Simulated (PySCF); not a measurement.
Metal series M(NH3)4 2+, each in one or more spin states. All species are isolated molecules in the gas phase. Multiplicities are imposed; where one is given, others were not computed.

The spin population on the central atom (Mulliken) from two functionals at the same geometries (PBE-D3(BJ)/def2-SVP), both in PySCF: PBE-D3(BJ)/def2-TZVP and B3LYP-D3(BJ)/def2-TZVP. B3LYP has the VWN-RPA correlation part, as in Gaussian. 

```json
[
 {"species": "M = Fe, multiplicity 3 ([Fe(NH3)4]2+ (excited triplet))", "PBE-D3(BJ)/def2-TZVP": "2.16", "B3LYP-D3(BJ)/def2-TZVP": "2.13"},
 {"species": "M = Fe, multiplicity 5 ([Fe(NH3)4]2+ (lower quintet))", "PBE-D3(BJ)/def2-TZVP": "3.80", "B3LYP-D3(BJ)/def2-TZVP": "3.84"},
 {"species": "M = Co, multiplicity 2 ([Co(NH3)4]2+ (excited doublet))", "PBE-D3(BJ)/def2-TZVP": "1.07", "B3LYP-D3(BJ)/def2-TZVP": "1.06"},
 {"species": "M = Co, multiplicity 4 ([Co(NH3)4]2+ (lower quartet))", "PBE-D3(BJ)/def2-TZVP": "2.68", "B3LYP-D3(BJ)/def2-TZVP": "2.76"},
 {"species": "M = Ni, multiplicity 3", "PBE-D3(BJ)/def2-TZVP": "1.61", "B3LYP-D3(BJ)/def2-TZVP": "1.72"},
 {"species": "M = Rh, multiplicity 2 ([Rh(NH3)4]2+)", "PBE-D3(BJ)/def2-TZVP": "1.02", "B3LYP-D3(BJ)/def2-TZVP": "1.02"}
]
```

Over these rows, drawn at random from the members with no instability flagged (it was tested for open shells, ions and some series alone), PBE minus B3LYP-D3(BJ): mean -0.03, from -0.11 to +0.04.
